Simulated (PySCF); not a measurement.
CH8FNSi2, SMILES C([SiH2][SiH2]F)N. Atoms are numbered in the order given.

```xyz
13

N     -2.7122     1.0583     1.0198
C     -1.5643     0.1752     0.8719
Si    -0.0910     0.9115    -0.0906
Si     1.6869    -0.5975    -0.3389
F      1.0823    -1.9592    -1.0150
H     -2.4483     1.9182     1.4972
H     -3.0729     1.3368     0.1092
H     -1.8800    -0.7554     0.3702
H     -1.2183    -0.1439     1.8700
H      0.4137     2.1324     0.6210
H     -0.5614     1.3486    -1.4452
H      2.2796    -0.9727     0.9809
H      2.7749    -0.0870    -1.2255
```
Charge 0, spin multiplicity 1.

Geometry optimised at PBE0-D3(BJ)/def2-SVP. The structure was generated by enumeration, and PubChem lists no compound with its InChIKey, so it may never have been made. One conformer was computed; it need not be the lowest.

Two levels are set side by side: PBE/pcSseg-1 (PySCF) and HF/pcSseg-1 (PySCF). GIAO shifts against CFCl3 (¹⁹F), NH3 (¹⁵N), TMS (²⁹Si), TMS (¹H), TMS (¹³C) at the same level; non-relativistic, no solvent, atoms listed together averaged. Differences are taken from unrounded values.

```
quantity                     HF     PBE  PBE minus HF
-----------------------  ------  ------  ------------
δ(¹⁵N) of N1 (ppm)         20.8    42.9          22.2
δ(¹³C) of C2 (ppm)         23.3    31.3           8.0
δ(²⁹Si) of Si3 (ppm)      -54.5   -73.6         -19.2
δ(²⁹Si) of Si4 (ppm)       -2.5     9.9          12.4
δ(¹⁹F) of F5 (ppm)       -207.8  -291.9         -84.2
δ(¹H) of H6, H7 (ppm)      0.43    0.34         -0.09
δ(¹H) of H12, H13 (ppm)    5.19    6.10          0.91
```

Rough cost on one machine, each run with all the roots and properties that it gave: HF against PBE within a factor of 2.
